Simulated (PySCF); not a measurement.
## Energy of Os (osmium, neutral) between two integer charges

The 6s beta orbital of [Xe] 4f14 5d6 6s2 is emptied in steps (occupation f), with all orbitals relaxed, ending at [Xe] 4f14 5d6 6s1. All numbers are calculated (PySCF 2.14, scalar relativity through the core potential, in def2-TZVPPD with the def2 core potential (60 electrons)). The exact energy is a straight line in f; departures are measured from the line between the end points of the same method.

| f | PBE0 (eV) | r2SCAN (eV) |
| --- | --- | --- |
| 1 | 0.000 | 0.000 |
| 0.9 | -0.197 | -0.265 |
| 0.7 | -0.464 | -0.641 |
| 0.5 | -0.565 | -0.796 |
| 0.3 | -0.498 | -0.698 |
| 0.1 | -0.224 | -0.307 |
| 0 | 0.000 | 0.000 |

| method | E(f=0) − E(f=1) (eV) | −ε at f=1 (eV) | −ε at f=0.5 (eV) |
| --- | --- | --- | --- |
| PBE0 | 8.036 | 5.855 | 7.947 |
| r2SCAN | 8.030 | 5.126 | 7.850 |

Orbital energy along the path (eV):

```tsv
f	PBE0	r2SCAN
1	-5.855	-5.126
0.9	-6.279	-5.627
0.7	-7.115	-6.687
0.5	-7.947	-7.850
0.3	-8.833	-9.233
0.1	-9.988	-10.735
0	-10.559	-11.430
```

Reference removal energy between the ground levels: 8.438 eV (measured; NIST Atomic Spectra Database, ionization energies). The calculation has no spin-orbit coupling.
